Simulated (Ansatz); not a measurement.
Program: Ansatz. Geometries: PBE0-D4/def2-TZVP. ΔE: electronic, gas phase. CBS: MP2 limit from def2 TZ/QZ plus the TZ coupled-cluster correction, frozen cores. This one scheme is used for every species. DFT in def2-TZVPP. B3LYP here is the variant with VWN-RPA as its local correlation; programs differ in this. Each species was taken in one conformer, which may not be the lowest.

Consider the substitution at a C–O bond: `CC(C)OB(O)F` + `[OH][AlH2]` → `CC(C)[O][AlH2]` + `OB(O)F`.

```tsv
level	ΔE (kcal/mol)	difference from CCSD(T)/CBS
PBE-D4	1.3	-0.8
r2SCAN-D4	1.5	-0.6
PBE0-D4	1.2	-0.9
B3LYP-D4	1.4	-0.7
ωB97X-V	2.0	-0.1
ωB97M-V	1.9	-0.2
B2PLYP	1.9	-0.2
PBE	1.3	-0.8
r2SCAN	1.5	-0.6
PBE0	1.3	-0.8
B3LYP	1.6	-0.5
HF/def2-TZVPP	1.4	-0.7
MP2/def2-TZVPP	2.2	0.1
SCS-MP2/def2-TZVPP	2.1	0.0
CCSD/def2-TZVPP	2.0	-0.1
CCSD(T)/def2-TZVPP	2.1	0.0
HF/def2-QZVPP	1.4	-0.7
MP2/def2-QZVPP	2.2	0.1
SCS-MP2/def2-QZVPP	2.2	0.1
HF/CBS(def2)	1.4	-0.7
MP2/CBS(def2)	2.2	0.1
CCSD/CBS(def2)	2.1	0.0
CCSD(T)/CBS	2.1	0
```

Largest T1 diagnostic among the species: 0.012.
